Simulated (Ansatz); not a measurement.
Gas-phase electronic energies from Ansatz, PBE0-D4/def2-TZVP geometries. CBS: MP2 limit from def2 TZ/QZ plus the TZ coupled-cluster correction, frozen cores. This one scheme is used for every species. Functionals use def2-TZVPP. For Ga outer-core shells are correlated without core-valence functions, which leaves a few kJ/mol of doubt a bond. Scalar relativity is left out up to krypton.

Consider the silylene formation by 1,1-elimination: `F[Si@H]1[GaH][C@@H]1[SiH3]` → `F[SiH]1[CH2][GaH]1` + `[SiH2]`.

| level | ΔE (kcal/mol) |
| --- | --- |
| r2SCAN0-D4 | 68.0 |
| RPA@PBE/def2-TZVPP | 57.0 |

**Question.** What does CCSD(T)/CBS give? (Best estimate.)

**Answer.** Ansatz gave: +63.3 kcal/mol. The listed levels differ from it by 4.7, -6.3 kcal/mol.

Largest T1 diagnostic among the species: 0.014.

From PBE to PBE0 (25 % exact exchange), in def2-TZVPP and without D4, ΔE moves by +2.6 kcal/mol. In def2-TZVPP, CCSD(T) changes the Hartree–Fock value by +3.6 kcal/mol (the triples alone add +1.3 kcal/mol) and MP2 by +9.1 kcal/mol.
